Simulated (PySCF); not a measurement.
Si(H)(F)2(NHSiH3) (F₂H₅NSi₂), SMILES [SiH3]N[SiH](F)F.

Coordinates come from a PBE0-D3(BJ)/def2-SVP optimisation. One conformer was computed; it need not be the lowest.

Computed with PBE0-D3(BJ)/def2-SVP (PySCF 2.14.0).

Frequencies are harmonic and unscaled.

```
mode  ν (cm⁻¹)  IR (km/mol)  Raman (Å⁴/amu)  depolarisation  moving atoms (share of kinetic energy)
----  --------  -----------  --------------  --------------  --------------------------------------
1           24          2.2             0.0               –         F 29 %, N 28 %, H 24 %, Si 19 %
2           79          0.0             0.3            0.75                           H 86 %, F 9 %
3          180          5.3             0.3            0.45         Si 38 %, N 28 %, H 19 %, F 14 %
4          226          4.7             1.4            0.75         F 42 %, H 33 %, Si 13 %, N 12 %
5          278         30.5             1.5            0.53                         F 65 %, Si 25 %
6          376         18.0             0.6            0.26                         F 53 %, Si 42 %
7          443         77.5             3.3            0.75                          H 65 %, N 25 %
8          622          0.2            14.5            0.35                  H 60 %, Si 28 %, N 9 %
9          721         88.2            10.6            0.75                  H 81 %, N 11 %, Si 8 %
10         787        129.9             9.7            0.39                 H 39 %, N 30 %, Si 24 %
11         826          6.1             5.9            0.75                          H 84 %, F 15 %
12         855          8.2             4.1            0.74          H 55 %, F 24 %, N 12 %, Si 8 %
13         897        217.3             6.5            0.58                 H 35 %, F 31 %, Si 27 %
14         929         32.1            20.0            0.75                                  H 94 %
15         949        222.8             7.3            0.75                 H 74 %, Si 15 %, N 11 %
16         963        242.8            20.0            0.72                 H 76 %, N 12 %, Si 12 %
17         965        246.6             1.2            0.75                 Si 48 %, F 41 %, H 11 %
18        1010          6.8             9.8            0.75                 H 72 %, Si 13 %, N 12 %
19        1214        301.0             1.5            0.75                          H 57 %, N 37 %
20        2231        139.6            94.8            0.75                                  H 96 %
21        2237         97.1           220.7            0.07                                  H 98 %
22        2257         77.2            71.1            0.34                                  H 96 %
23        2351         83.1            82.2            0.15                                  H 97 %
24        3601         59.7            85.4            0.24                                  H 93 %
```
